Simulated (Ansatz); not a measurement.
Consider the ligand exchange at a B–N bond: `C[N]([GeH3])BF` + `C=N` → `C=NBF` + `C[NH][GeH3]`.

Isolated molecules relaxed with PBE0-D4/def2-TZVP in Ansatz; ΔE leaves out vibrations. CCSD(T)/CBS adds triple-zeta CCSD(T) − MP2 to the extrapolated MP2 energy (def2 sets, frozen cores). This one scheme is used for every species. DFT in def2-TZVPP. HSE06 is defined as in plane-wave codes. For Ge outer-core shells are correlated without core-valence functions, which leaves a few kJ/mol of doubt a bond. Scalar relativity is left out up to krypton. One conformer a species, not always the lowest.

`C[N]([GeH3])BF`:

Z-matrix (Å, degrees):
```
C
N 1 1.452
H 1 1.095 2 111.5
H 1 1.091 2 110.0 3 -119.8
H 1 1.095 2 111.5 3 120.5
Ge 2 1.862 1 115.4 3 -60.3
B 2 1.393 1 120.9 3 119.7
H 6 1.539 2 107.2 1 58.7
H 6 1.527 2 109.6 1 -179.8
H 6 1.539 2 107.2 1 -58.3
F 7 1.341 2 120.3 1 -180.0
H 7 1.199 2 121.7 1 0.0
```

`C=N`:

Cartesian coordinates in Å:
```
C 0.288 0.247 0.092
N -0.489 -0.310 -0.729
H 0.303 0.054 1.171
H 1.007 0.980 -0.278
H -1.108 -0.971 -0.257
```

`C=NBF`:

```xyz
7

C     1.075    0.679    0.319
N     0.065    0.027    0.026
B    -1.067   -0.655   -0.337
F    -1.463   -1.725    0.361
H     1.032    1.531    1.009
H     2.060    0.435   -0.095
H    -1.702   -0.292   -1.283
```

`C[NH][GeH3]`:

```xyz
10

C    -1.279   -0.499   -0.290
N    -0.059    0.140   -0.744
Ge    1.315    0.336    0.461
H    -1.944   -0.691   -1.137
H    -1.846    0.073    0.461
H    -1.039   -1.470    0.153
H    -0.252    0.989   -1.257
H     2.443    1.093   -0.256
H     1.759   -1.078    0.869
H     0.903    1.107    1.740
```

| level | ΔE (kJ/mol) | difference from CCSD(T)/CBS |
| --- | --- | --- |
| r2SCAN-D4 | 48.9 | -12.0 |
| HSE06-D4 | 49.1 | -11.8 |
| ωB97X-V | 56.1 | -4.8 |
| ωB97M-V | 56.3 | -4.6 |
| PBE-QIDH | 56.5 | -4.4 |
| PBE | 41.7 | -19.2 |
| r2SCAN | 48.0 | -12.9 |
| PBE0 | 46.6 | -14.3 |
| r2SCAN0 | 50.7 | -10.2 |
| HSE06 | 46.4 | -14.5 |
| LC-ωPBE | 50.3 | -10.6 |
| RPA@PBE/def2-TZVPP | 68.8 | 7.9 |
| MP2/def2-TZVPP | 63.3 | 2.4 |
| CCSD/def2-TZVPP | 63.2 | 2.3 |
| HF/CBS(def2) | 54.0 | -6.9 |
| CCSD/CBS(def2) | 59.6 | -1.3 |
| CCSD(T)/CBS | 60.9 | 0 |

Largest T1 diagnostic among the species: 0.014.

From BLYP to BHLYP (50 % exact exchange), in def2-TZVPP and without D4, ΔE moves by +10.6 kJ/mol. Leaving LDA and LC-ωPBE aside and taking each functional with its dispersion term where it has one, the values, not all of them listed here, spread over 11.6 kJ/mol, from PBE-D4 to PBE-QIDH.
